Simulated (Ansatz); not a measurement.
Computed with Ansatz on PBE0-D4/def2-TZVP structures; ΔE is electronic, products minus reactants. CCSD(T)/CBS is the MP2 limit (def2-TZVPP, def2-QZVPP) plus CCSD(T) − MP2 in def2-TZVPP, frozen cores. Functionals use def2-TZVPP. HSE06 is defined as in plane-wave codes. def2 core potentials past Kr. For Br, Sn outer-core shells are correlated without core-valence functions, which leaves a few kJ/mol of doubt a bond. Scalar relativity is left out up to krypton. Each species was taken in one conformer, which may not be the lowest.

Reaction (redistribution): `CO[SiH](F)S` + `F[CH2][SnH2][Br]` → `FC[SiH](F)S` + `C[O][SnH2][Br]`

`CO[SiH](F)S`:

```xyz
10

C     1.266    1.026   -0.191
O     0.496   -0.142   -0.408
Si   -1.039   -0.332    0.084
F    -1.108    0.042    1.635
S    -1.613   -2.329   -0.275
H     2.254    0.859   -0.619
H     0.814    1.895   -0.681
H     1.372    1.237    0.877
H    -1.996    0.563   -0.598
H    -0.444   -2.818    0.176
```

`F[CH2][SnH2][Br]`:

```xyz
8

F     0.423   -0.990    1.778
C     0.224    0.219    1.142
Sn    0.033   -0.085   -0.993
Br   -2.361   -0.607   -1.410
H     1.073    0.873    1.358
H    -0.691    0.675    1.527
H     0.367    1.339   -1.871
H     0.932   -1.425   -1.530
```

`FC[SiH](F)S`:

Z-matrix (Å, degrees):
```
C
Si 1 1.886
F 1 1.391 2 110.4
H 1 1.095 2 110.5 3 -119.8
H 1 1.095 2 111.2 3 120.0
S 2 2.111 1 109.6 3 45.2
F 2 1.598 1 107.8 3 -77.0
H 2 1.480 1 111.5 3 165.2
H 6 1.346 2 92.4 1 -37.2
```

`C[O][SnH2][Br]`:

```xyz
9

C    -0.641   -0.068   -1.328
O    -0.090   -0.912   -0.344
Sn    0.496   -0.177    1.365
Br    2.201    1.547    0.845
H     0.077    0.685   -1.675
H    -0.924   -0.688   -2.183
H    -1.542    0.453   -0.976
H     1.227   -1.469    2.182
H    -0.803    0.629    2.114
```

Q: Is it downhill or uphill in electronic energy at CCSD(T)/CBS, and by how much? (Best estimate.)

A: Ansatz gave: Uphill: ΔE = +0.70 eV.

Q: What do these levels give: LDA (SPW92), B2PLYP, BLYP, HSE06, CCSD/def2-SVP, HF/CBS(def2)? (An estimate is asked.)

A: The calculation gave: LDA (SPW92) 0.69, B2PLYP 0.72, BLYP 0.67, HSE06 0.71, CCSD/def2-SVP 0.64, HF/CBS(def2) 0.82 eV.

Largest T1 diagnostic among the species: 0.012.

At CCSD(T), def2-SVP lies −0.08 eV from the extrapolated value and def2-TZVPP +0.04 eV. From r2SCAN to r2SCAN0 (25 % exact exchange), in def2-TZVPP and without D4, ΔE moves by +0.06 eV.
